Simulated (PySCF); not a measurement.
## Calculated data, FHOSi

Calculation on a computer-drawn molecule: vertical ionisation energy to the stated ion spin, frozen-core CCSD(T) at the basis limit and cheaper methods, single-reference cases, UHF for radicals, no spin-orbit; all values are single points at the evaluated structure, the first of each entry, which is the reference or a displaced copy of it and isn't optimised; the reference structure only sets the zero of the energies above reference; triples share is (T) over the correlation energy. Program: PySCF 2.14.0.

Common to all runs: charge 0; multiplicity 1; ion multiplicity 2; diffuse functions no; basis cc-pV(n+d)Z; reference is the Hartree-Fock double-zeta minimum; best is HF at quadruple zeta + MP2 correlation extrapolated from triple and quadruple zeta + CCSD(T) minus MP2 at triple zeta; basis step is the size of the change from the same recipe one zeta lower.

(1) FHOSi

Evaluated structure:
```xyz
4
FHOSi
O     -1.8064     0.7329    -1.3031
Si    -1.2864     1.9693    -2.2465
F      0.2841     1.5782    -2.3043
H     -2.7273     0.6917    -1.0861
```

Reference structure:
```xyz
4
FHOSi
O     -1.8064     0.7329    -1.3031
Si    -1.2864     1.9693    -2.2465
F      0.2841     1.5782    -2.3043
H     -2.7273     0.6917    -1.0861
```

Results for FHOSi: ionisation energy best 10.35 eV; ionisation energy basis step 0.08108 eV; energy above reference best 0 kcal/mol; energy above reference basis step 0 kcal/mol; ionisation energy Koopmans at triple zeta 10.24 eV; ionisation energy EOM CCSD at triple zeta 10.23 eV; total energy HF triple zeta -463.9865 hartree; total energy CCSD(T) triple zeta -464.6105 hartree; total energy best -464.7195 hartree; T1 diagnostic at triple zeta 0.01483; D1 diagnostic at triple zeta 0.04165; ion T1 diagnostic at triple zeta 0.02143; ion D1 diagnostic at triple zeta 0.07284; ion spin squared at triple zeta 0.7608; triples share at triple zeta 0.03326; basis functions triple zeta 113; dipole magnitude HF at triple zeta 2.554 debye; dipole magnitude CCSD unrelaxed at triple zeta 2.397 debye; dipole magnitude PBE at triple zeta 2.278 debye; dipole magnitude r2SCAN at triple zeta 2.319 debye; dipole magnitude B3LYP at triple zeta 2.408 debye; dipole magnitude wB97X at triple zeta 2.387 debye.

Drawn bonds:
```tsv
atom	other atom	order
1	2	1
2	3	1
1	4	1
```

Triple zeta:
```tsv
method	ionisation energy (eV)	energy above reference (kcal/mol)
HF	9.313	0
PBE	9.894	0
r2SCAN	9.881	0
B3LYP	10.15	0
wB97X	10.18	0
MP2	9.969	0
CCSD	10.17	0
CCSD(T)	10.15	0
```

(2) FHOSi

Evaluated structure:
```xyz
4
FHOSi
O     -1.7752     0.7106    -1.3256
Si    -1.2806     1.9930    -2.2501
F      0.2814     1.6175    -2.3323
H     -2.7253     0.7238    -1.1129
```

Reference structure:
```xyz
4
FHOSi
O     -1.8064     0.7329    -1.3031
Si    -1.2864     1.9693    -2.2465
F      0.2841     1.5782    -2.3043
H     -2.7273     0.6917    -1.0861
```

The calculation gives: ionisation energy best 10.38 eV; ionisation energy basis step 0.08285 eV; energy above reference best 0.003224 kcal/mol; energy above reference basis step 0.1525 kcal/mol; ionisation energy Koopmans at triple zeta 10.28 eV; ionisation energy EOM CCSD at triple zeta 10.26 eV; total energy HF triple zeta -463.9851 hartree; total energy CCSD(T) triple zeta -464.6107 hartree; total energy best -464.7195 hartree; T1 diagnostic at triple zeta 0.015; D1 diagnostic at triple zeta 0.04268; ion T1 diagnostic at triple zeta 0.02161; ion D1 diagnostic at triple zeta 0.07145; ion spin squared at triple zeta 0.7623; triples share at triple zeta 0.03353; basis functions triple zeta 113; dipole magnitude HF at triple zeta 2.484 debye; dipole magnitude CCSD unrelaxed at triple zeta 2.319 debye; dipole magnitude PBE at triple zeta 2.189 debye; dipole magnitude r2SCAN at triple zeta 2.229 debye; dipole magnitude B3LYP at triple zeta 2.332 debye; dipole magnitude wB97X at triple zeta 2.306 debye.

Drawn bonds:
```tsv
atom	other atom	order
1	2	1
2	3	1
1	4	1
```

Triple zeta:
```tsv
method	ionisation energy (eV)	energy above reference (kcal/mol)
HF	9.35	0.824
PBE	9.92	-0.3838
r2SCAN	9.91	-0.09043
B3LYP	10.18	-0.003421
wB97X	10.21	0.1196
MP2	10	-0.161
CCSD	10.2	0.01819
CCSD(T)	10.18	-0.1219
```

(3) FHOSi

Evaluated structure:
```xyz
4
FHOSi
O     -1.7999     0.7582    -1.3567
Si    -1.2854     2.0598    -2.2997
F      0.2938     1.5579    -2.2673
H     -2.7864     0.6600    -1.0700
```

Reference structure:
```xyz
4
FHOSi
O     -1.8064     0.7329    -1.3031
Si    -1.2864     1.9693    -2.2465
F      0.2841     1.5782    -2.3043
H     -2.7273     0.6917    -1.0861
```

Results for FHOSi: ionisation energy best 10.58 eV; ionisation energy basis step 0.1017 eV; energy above reference best 5.151 kcal/mol; energy above reference basis step 0.5361 kcal/mol; ionisation energy Koopmans at triple zeta 10.54 eV; ionisation energy EOM CCSD at triple zeta 10.45 eV; total energy HF triple zeta -463.9724 hartree; total energy CCSD(T) triple zeta -464.6022 hartree; total energy best -464.7113 hartree; T1 diagnostic at triple zeta 0.01592; D1 diagnostic at triple zeta 0.04625; ion T1 diagnostic at triple zeta 0.0234; ion D1 diagnostic at triple zeta 0.07132; ion spin squared at triple zeta 0.772; triples share at triple zeta 0.03438; basis functions triple zeta 113; dipole magnitude HF at triple zeta 2.949 debye; dipole magnitude CCSD unrelaxed at triple zeta 2.72 debye; dipole magnitude PBE at triple zeta 2.544 debye; dipole magnitude r2SCAN at triple zeta 2.599 debye; dipole magnitude B3LYP at triple zeta 2.719 debye; dipole magnitude wB97X at triple zeta 2.713 debye.

Drawn bonds:
```tsv
atom	other atom	order
1	2	1
2	3	1
1	4	1
```

Triple zeta:
```tsv
method	ionisation energy (eV)	energy above reference (kcal/mol)
HF	9.591	8.791
PBE	10.08	2.905
r2SCAN	10.09	4.674
B3LYP	10.35	4.511
wB97X	10.39	5.325
MP2	10.22	4.968
CCSD	10.4	5.753
CCSD(T)	10.37	5.188
```

(4) FHOSi

Evaluated structure:
```xyz
4
FHOSi
O     -1.7999     0.7582    -1.3567
Si    -1.2854     2.0598    -2.2997
F      0.2938     1.5579    -2.2673
H     -2.6832     0.6703    -1.1000
```

Reference structure:
```xyz
4
FHOSi
O     -1.8064     0.7329    -1.3031
Si    -1.2864     1.9693    -2.2465
F      0.2841     1.5782    -2.3043
H     -2.7273     0.6917    -1.0861
```

It finds ionisation energy best 10.65 eV; ionisation energy basis step 0.09776 eV; energy above reference best 3.118 kcal/mol; energy above reference basis step 0.2478 kcal/mol; ionisation energy Koopmans at triple zeta 10.6 eV; ionisation energy EOM CCSD at triple zeta 10.53 eV; total energy HF triple zeta -463.9799 hartree; total energy CCSD(T) triple zeta -464.6053 hartree; total energy best -464.7145 hartree; T1 diagnostic at triple zeta 0.01551; D1 diagnostic at triple zeta 0.04499; ion T1 diagnostic at triple zeta 0.02301; ion D1 diagnostic at triple zeta 0.07291; ion spin squared at triple zeta 0.7693; triples share at triple zeta 0.03366; basis functions triple zeta 113; dipole magnitude HF at triple zeta 2.821 debye; dipole magnitude CCSD unrelaxed at triple zeta 2.611 debye; dipole magnitude PBE at triple zeta 2.438 debye; dipole magnitude r2SCAN at triple zeta 2.487 debye; dipole magnitude B3LYP at triple zeta 2.612 debye; dipole magnitude wB97X at triple zeta 2.596 debye.

Drawn bonds:
```tsv
atom	other atom	order
1	2	1
2	3	1
1	4	1
```

Triple zeta:
```tsv
method	ionisation energy (eV)	energy above reference (kcal/mol)
HF	9.666	4.145
PBE	10.16	2.307
r2SCAN	10.17	3.031
B3LYP	10.43	2.855
wB97X	10.47	3.181
MP2	10.3	3.206
CCSD	10.48	3.479
CCSD(T)	10.45	3.293
```

(5) FHOSi

Evaluated structure:
```xyz
4
FHOSi
O     -1.7999     0.7582    -1.3567
Si    -1.2854     2.0598    -2.2997
F      0.2938     1.5579    -2.2673
H     -2.7558     0.6630    -1.0789
```

Reference structure:
```xyz
4
FHOSi
O     -1.8064     0.7329    -1.3031
Si    -1.2864     1.9693    -2.2465
F      0.2841     1.5782    -2.3043
H     -2.7273     0.6917    -1.0861
```

It finds ionisation energy best 10.6 eV; ionisation energy basis step 0.1006 eV; energy above reference best 3.311 kcal/mol; energy above reference basis step 0.4671 kcal/mol; ionisation energy Koopmans at triple zeta 10.56 eV; ionisation energy EOM CCSD at triple zeta 10.47 eV; total energy HF triple zeta -463.9767 hartree; total energy CCSD(T) triple zeta -464.6051 hartree; total energy best -464.7142 hartree; T1 diagnostic at triple zeta 0.01579; D1 diagnostic at triple zeta 0.04585; ion T1 diagnostic at triple zeta 0.02328; ion D1 diagnostic at triple zeta 0.07186; ion spin squared at triple zeta 0.7712; triples share at triple zeta 0.03416; basis functions triple zeta 113; dipole magnitude HF at triple zeta 2.911 debye; dipole magnitude CCSD unrelaxed at triple zeta 2.688 debye; dipole magnitude PBE at triple zeta 2.513 debye; dipole magnitude r2SCAN at triple zeta 2.567 debye; dipole magnitude B3LYP at triple zeta 2.688 debye; dipole magnitude wB97X at triple zeta 2.678 debye.

Drawn bonds:
```tsv
atom	other atom	order
1	2	1
2	3	1
1	4	1
```

Triple zeta:
```tsv
method	ionisation energy (eV)	energy above reference (kcal/mol)
HF	9.613	6.141
PBE	10.1	1.476
r2SCAN	10.11	2.942
B3LYP	10.37	2.775
wB97X	10.42	3.424
MP2	10.25	3.179
CCSD	10.42	3.818
CCSD(T)	10.39	3.369
```

(6) FHOSi

Evaluated structure:
```xyz
4
FHOSi
O     -1.7999     0.7582    -1.3567
Si    -1.2854     2.0598    -2.2997
F      0.2938     1.5579    -2.2673
H     -2.7701     0.6616    -1.0747
```

Reference structure:
```xyz
4
FHOSi
O     -1.8064     0.7329    -1.3031
Si    -1.2864     1.9693    -2.2465
F      0.2841     1.5782    -2.3043
H     -2.7273     0.6917    -1.0861
```

The calculation gives: ionisation energy best 10.59 eV; ionisation energy basis step 0.1011 eV; energy above reference best 4.07 kcal/mol; energy above reference basis step 0.501 kcal/mol; ionisation energy Koopmans at triple zeta 10.55 eV; ionisation energy EOM CCSD at triple zeta 10.46 eV; total energy HF triple zeta -463.9749 hartree; total energy CCSD(T) triple zeta -464.6039 hartree; total energy best -464.7130 hartree; T1 diagnostic at triple zeta 0.01585; D1 diagnostic at triple zeta 0.04604; ion T1 diagnostic at triple zeta 0.02333; ion D1 diagnostic at triple zeta 0.07161; ion spin squared at triple zeta 0.7716; triples share at triple zeta 0.03427; basis functions triple zeta 113; dipole magnitude HF at triple zeta 2.928 debye; dipole magnitude CCSD unrelaxed at triple zeta 2.703 debye; dipole magnitude PBE at triple zeta 2.527 debye; dipole magnitude r2SCAN at triple zeta 2.582 debye; dipole magnitude B3LYP at triple zeta 2.703 debye; dipole magnitude wB97X at triple zeta 2.694 debye.

Drawn bonds:
```tsv
atom	other atom	order
1	2	1
2	3	1
1	4	1
```

Triple zeta:
```tsv
method	ionisation energy (eV)	energy above reference (kcal/mol)
HF	9.603	7.276
PBE	10.09	2.041
r2SCAN	10.1	3.65
B3LYP	10.36	3.485
wB97X	10.41	4.209
MP2	10.24	3.911
CCSD	10.41	4.62
CCSD(T)	10.38	4.116
```
